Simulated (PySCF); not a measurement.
## A ladder for the ionisation energy of Pm²⁺

Pm²⁺ [Xe] 4f5 (high-spin determinant) → Pm³⁺ [Xe] 4f4 (high-spin determinant). Scalar values calculated with PySCF 2.14 in x2c-TZVPPall (spin-free X2C; valence: [Kr] 4d10 frozen; valence and next inner shell: [Ar] 3d10 frozen). The spin-orbit shift comes from two-component X2C-1e calculations (generalised Hartree-Fock, GHF, and MP2 on its spinors, GMP2) in x2c-TZVPPall-2c: GMP2 gives 22.271 eV without and 22.132 eV with screened spin-orbit coupling, a shift of -0.138 eV (GHF: -0.146 eV). Sums use unrounded values; where a UHF row is shifted, it takes the GHF shift.

| method | scalar (eV) |
| --- | --- |
| UHF | 20.107 |
| LDA | 24.255 |
| PBE | 23.771 |
| PBE0 | 23.145 |
| r2SCAN | 23.185 |
| MP2 (valence) | 22.099 |
| SCS-MP2 (valence) | 21.348 |
| MP2 (valence and next inner shell) | 22.522 |
| SCS-MP2 (valence and next inner shell) | 21.750 |
| CCSD (valence) | 21.778 |
| CCSD(T) (valence) | 21.857 |

**Question.** Form a composite estimate from CCSD(T) (valence) and the spin-orbit shift, and compare it with the reference, 22.44 ± 0.08 eV (semi-empirical (NIST evaluation); NIST Atomic Spectra Database, ionization energies).

**Answer.** 21.857 + (-0.138) = 21.719 eV, an error of -0.721 eV.

The errors of the correlated levels include the incompleteness of the basis and the frozen core, so a lower level can come closer by cancellation.

Both determinants mix LS terms of the configuration, so the numbers do not refer to single terms.
